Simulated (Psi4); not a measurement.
Psi4 input (wB97X-D/6-31G*):

```
memory 1500 MB

molecule {
1 1
F     1.13047900   -0.41517400   -1.55532700
Si    1.34792500   -0.22414100   -0.00994800
O    -0.10906500    0.65573000    0.49666700
Si   -1.82304000    0.06600400    0.49952900
H     1.24910900   -1.49020200    0.70874900
H     2.41347400    0.72483300    0.30492600
H     0.01319500    1.60561300    0.66168300
H    -2.46408600    0.86345600   -0.54981900
H    -2.26988900    0.34636100    1.86704100
H    -1.59198200   -1.34541700    0.17788300
symmetry c1
no_reorient
no_com
}

set {
  basis 6-31G*
  reference rks
  scf_type pk
  dft_radial_points 99
  dft_spherical_points 590
  e_convergence 1e-8
  d_convergence 1e-7
  maxiter 150
}

e = energy('wb97x-d')
print_out(f'\nFINAL {e:.10f} DIPOLE {variable("CURRENT DIPOLE")[0]:.6f} {variable("CURRENT DIPOLE")[1]:.6f} {variable("CURRENT DIPOLE")[2]:.6f}\n')
```

From the output:

```
      10A     -3.983836    11A     -3.976900    12A     -3.976549
      13A     -1.483695    14A     -1.404699    15A     -0.922498
      16A     -0.905242    17A     -0.806094    18A     -0.759060
      19A     -0.754859    20A     -0.726132    21A     -0.704745
      22A     -0.689084    23A     -0.643983    24A     -0.630145
      25A     -0.625685

    Virtual:

      26A     -0.147967    27A     -0.089616    28A     -0.064569
      29A     -0.048130    30A     -0.032089    31A     -0.025179
      32A     -0.008817    33A      0.013217    34A      0.047746
      35A      0.095076    36A      0.121976    37A      0.133098
      38A      0.136440    39A      0.156265    40A      0.193862
      41A      0.199081    42A      0.238237    43A      0.381640
      44A      0.426692    45A      0.452520    46A      0.497874
      47A      0.554290    48A      0.564939    49A      0.572099
      50A      0.593484    51A      0.637921    52A      0.764561
      53A      0.807287    54A      0.876824    55A      0.925118
      56A      0.997813    57A      1.010750    58A      1.039723
      59A      1.050465    60A      1.084833    61A      1.132747
      62A      1.209196    63A      1.220540    64A      1.247159
      65A      1.272604    66A      1.549899    67A      1.573555
      68A      1.666170    69A      1.747662    70A      1.750941
      71A      1.917115    72A      1.967546    73A      2.096495
      74A      2.185481    75A      2.276518    76A      2.789287
      77A      2.815905    78A      2.829414    79A      3.536746
      80A      4.104946

    Final Occupation by Irrep:
              A
    DOCC [    25 ]
    NA   [    25 ]
    NB   [    25 ]

  @RKS Final Energy:  -757.38711328723230

   => Energetics <=

    Nuclear Repulsion Energy =            238.9485191652431126
    One-Electron Energy =               -1513.7645315509246302
    Two-Electron Energy =                 562.5272125651811166
    DFT Exchange-Correlation Energy =     -45.0944617840947899
    Empirical Dispersion Energy =          -0.0038516826370600
    VV10 Nonlocal Energy =                  0.0000000000000000
    Total Energy =                       -757.3871132872322960

Computation Completed

Properties will be evaluated at   0.000000,   0.000000,   0.000000 [a0]

Properties computed using the SCF density matrix

 Multipole Moments:

 ------------------------------------------------------------------------------------
     Multipole            Electronic (a.u.)      Nuclear  (a.u.)        Total (a.u.)
 ------------------------------------------------------------------------------------

 L = 1.  Multiply by 2.5417464519 to convert [e a0] to [Debye]
 Dipole X            :         -0.3954132            0.0000038           -0.3954094
 Dipole Y            :          0.7571653            0.0000000            0.7571653
 Dipole Z            :          1.1432714           -0.0000189            1.1432525
 Magnitude           :                                                    1.4271210

 ------------------------------------------------------------------------------------

FINAL -757.3871132872 DIPOLE -0.395409 0.757165 1.143253

*** Psi4 exiting successfully. Buy a developer a beer!
```

The dipole moment of an ion depends on the origin.

The geometry given is a B3LYP-D3(BJ)/def2-TZVP minimum.
